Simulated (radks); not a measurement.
Question: All-electron atom: Ce8+ in [Kr] 4d10 5s2 5p2 (the NIST ground configuration). All-electron calculation, Dirac Kohn-Sham, relativistic LDA (MacDonald-Vosko exchange, VWN5 correlation), spin-unpolarised, spherical densities, finite nucleus; open shells fill j = l - 1/2 first; Fermi nuclear charge, rms radius 4.8771 fm. Program: a radial shooting solver on a logarithmic mesh with Libxc functionals.

Spin-orbit splittings of the eigenvalues, e(l+1/2) - e(l-1/2), with zeta = 2 splitting/(2l+1) and mean radii in bohr:

shell  occ.  splitting (eV)  zeta (eV)  <r> j=l-1/2  <r> j=l+1/2
2p        6           442.0      294.6      0.08817      0.09435
3p        6           86.92      57.95       0.2687       0.2808
3d       10               ?          ?       0.2516       0.2554
4p        6           19.18      12.78       0.6518       0.6782
4d       10           3.446      1.379       0.7247       0.7336
5p        2           4.163      2.775        1.467        1.515

Estimate the 3d splitting.

Answer: 18.76 eV (zeta = 7.505 eV).
